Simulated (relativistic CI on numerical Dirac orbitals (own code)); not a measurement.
Method of calculation: Dirac-Coulomb-Breit CI, orbitals from a KLI potential per configuration, model QED (radiative potential, 1s self-energy scaled to tabulated hydrogen-like ionisation energies), unscaled Slater integrals (own radial code, finite nucleus).

The strongest absorption lines from the ground level of an ion, among the configurations computed and to levels below about 243 eV (vacuum wavelength in Å, gf): 98.872 (0.32), 99.957 (2.3), 105.99 (2), 107.45 (1.9), 109.50 (0.42), 118.59 (1.2), 123.62 (0.76), 125.82 (0.39).

**Question.** Which ion is it?
A. As¹³⁺
B. Ga¹¹⁺
C. As¹¹⁺
D. Br¹⁵⁺

**Answer.** A. As¹³⁺ has 20 electrons and the ground level 3s2.3p6.3d2 3F_2; the strongest line goes to 3s2.3p5.3d3 3D°_1. The pattern of lines fixes the number of electrons, and along that sequence the line energies rise steadily with the charge (about as its square where n changes within one kind of shell, about linearly where n is kept but much faster in heavy ions where fine structure, which grows about as Z⁴, sets the gap, and irregularly where shells cross), which fixes Z. Configurations outside the model, such as inner-shell arrays, can give stronger lines. At this charge energies of transitions that change n are usually good to better than 1 %, and those within a shell (Δn = 0) to a few per cent. Terms inside the open d or f shell come out 10 to 20 % too wide with unscaled integrals.

LS names give the leading component of a level, which can be under half, so a name can repeat, a term be missing and a line seem to break the LS rules.
